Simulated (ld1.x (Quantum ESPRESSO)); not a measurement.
Building the PAW potential for oxygen (PBE, fully relativistic).

```
Element                 : O (Z = 8)
Generator               : ld1.x (Quantum ESPRESSO) 7.5
Type                    : PAW
Functional              : PBE
Relativity              : fully relativistic
Frozen core             : [He]
Valence charge          : 6
Reference configuration : 2s2 2p4
Partial waves           : 2s (bound): rcut 0.65, rcutus 0.70 bohr; 2s channel at -1.15 Ry: rcut 0.65, rcutus 0.70 bohr; 2p (bound): rcut 1.20, rcutus 1.65 bohr; 2p channel at 1.3 Ry: rcut 1.20, rcutus 1.65 bohr
Local potential         : all-electron potential smoothed inside 0.90 bohr (lloc = -2)
Core correction         : Bessel-smoothed model core inside 0.55 bohr
Augmentation charge     : BESSEL, radius 0.60 bohr
```

Open shells are filled in proportion to 2j + 1 (rel_dist='average').

- Largest excitation error: -911 meV (all-electron minus pseudo) for 2s2 2p1, out of 7 test configurations

The ghost test of this file was not conclusive.
